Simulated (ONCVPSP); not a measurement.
# Re (Z = 75), ONCV: configuration errors across variants

```json
{
  "Element": "Re",
  "Generator": "ONCVPSP 4.0.1",
  "Type": "optimised norm-conserving Vanderbilt (ONCV)",
  "Functional": "PBE",
  "Relativity": "scalar-relativistic",
  "Frozen core": "[Kr] 4d10 4f14",
  "Valence charge": "15",
  "Reference configuration": "5s2 5p6 5d6 6s1",
  "Partial waves": "5s+6s: rc 1.90 bohr, ncon 3, nbas 8, qcut 7.1 1/bohr, 3 projectors, debl 3 Ha; 5p: rc 1.25 bohr, ncon 4, nbas 8, qcut 5.6 1/bohr, 3 projectors, debl 3.7 Ha; 5d: rc 2.40 bohr, ncon 3, nbas 7, qcut 7.8 1/bohr, 3 projectors, debl 2.1 Ha",
  "Local potential": "polynomial inside 1.00 bohr (lpopt 5, dvloc0 1 Ha)",
  "Core correction": "polynomial model core, fcfact 0.25"
}
```

All-electron excitation energies from the reference (eV): (1) 5s2 5p6 5d5 6s2 -0.943; (2) 5s2 5p6 5d5 6s1 8.305; (3) 5s2 5p6 5d5 6s0 24.627; (4) 5s2 5p6 5d4 6s2 6p1 4.114.

1 further variants failed, have other tests or too few solved ones, and are left out.

Errors AE − PS in meV (a dash: test not solved or not reliable):

| change | (1) | (2) | (3) | (4) | bound ghosts | GHOST(+) flags above zero |
| --- | --- | --- | --- | --- | --- | --- |
| base | -1.9 | -1.1 | -8.8 | -11 | none | s, p |
| s: qcut 6.7 | -2.3 | -1.2 | -8.9 | -12 | none | s, p |
| d: ncon 5, nbas 9 | -2.2 | -0.9 | -8.1 | -14 | none | s, p |
| p: debl 2.9 | -1.9 | -1.1 | -8.8 | -11 | none | s, p |
| core correction Teter function, parameters optimised by the program | -0.3 | -0.1 | -2.8 | -3.9 | none | s, p |
| s: qcut 7.6 | -1.3 | -1.1 | -8.6 | -9.9 | none | s, p |
| p: rc 1.68 | -2.0 | -1.2 | -8.5 | -12 | none | s, p |

**Question.** Give the same row for: s: nproj 2.

**Answer.** -1.6, -0.9, -8.8, -9.9; bound ghosts: none; GHOST(+) flags above zero: s, p.
